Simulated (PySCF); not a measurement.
## `Cn1cccc1C#N`, C$_{6}$H$_{6}$N$_{2}$

Molfile (atoms numbered from 1):
```
C6H6N2
     RDKit          3D

 14 14  0  0  0  0  0  0  0  0999 V2000
   -1.7725   -0.4447   -0.2337 C   0  0  0  0  0  0  0  0  0  0  0  0
   -0.3943   -0.2389    0.1128 N   0  0  0  0  0  0  0  0  0  0  0  0
    0.3006   -0.9220    1.0466 C   0  0  0  0  0  0  0  0  0  0  0  0
    1.5989   -0.4671    1.0662 C   0  0  0  0  0  0  0  0  0  0  0  0
    1.7012    0.5360    0.0980 C   0  0  0  0  0  0  0  0  0  0  0  0
    0.4493    0.6594   -0.4853 C   0  0  0  0  0  0  0  0  0  0  0  0
    0.0358    1.5223   -1.5017 C   0  0  0  0  0  0  0  0  0  0  0  0
   -0.3048    2.2335   -2.3378 N   0  0  0  0  0  0  0  0  0  0  0  0
   -2.1512    0.4313   -0.7597 H   0  0  0  0  0  0  0  0  0  0  0  0
   -1.8836   -1.3166   -0.8848 H   0  0  0  0  0  0  0  0  0  0  0  0
   -2.3640   -0.6047    0.6683 H   0  0  0  0  0  0  0  0  0  0  0  0
   -0.1697   -1.6824    1.6391 H   0  0  0  0  0  0  0  0  0  0  0  0
    2.3839   -0.8168    1.7064 H   0  0  0  0  0  0  0  0  0  0  0  0
    2.5698    1.1103   -0.1565 H   0  0  0  0  0  0  0  0  0  0  0  0
  1  2  1  0
  2  3  1  0
  3  4  2  0
  4  5  1  0
  5  6  2  0
  6  7  1  0
  7  8  3  0
  6  2  1  0
  1  9  1  0
  1 10  1  0
  1 11  1  0
  3 12  1  0
  4 13  1  0
  5 14  1  0
M  END
```

Computed, not measured: PySCF, quadratic response CAM-B3LYP/aug-cc-pVDZ first hyperpolarisability, Taylor convention, gas phase. Geometry: GFN2-xTB.

Task: Give the tensor of the second harmonic β(−2ω;ω,ω) at 1064 nm in the axes of these coordinates.

Result: In au, Taylor convention; rows are the first index (the induced dipole):
|  | xx | yy | zz | xy | xz | yz |
| --- | --- | --- | --- | --- | --- | --- |
| x | -45.0 | +15.1 | +43.3 | +34.6 | -10.9 | -60.1 |
| y | +41.1 | +23.5 | -118.5 | +21.9 | -64.3 | +96.0 |
| z | -17.8 | +90.2 | +10.2 | -65.8 | +48.6 | -118.4 |

Norm of βᵢ = ⅓ Σⱼ (βᵢⱼⱼ + βⱼᵢⱼ + βⱼⱼᵢ): 110.1 au, hyper-Rayleigh value 105.5 au.
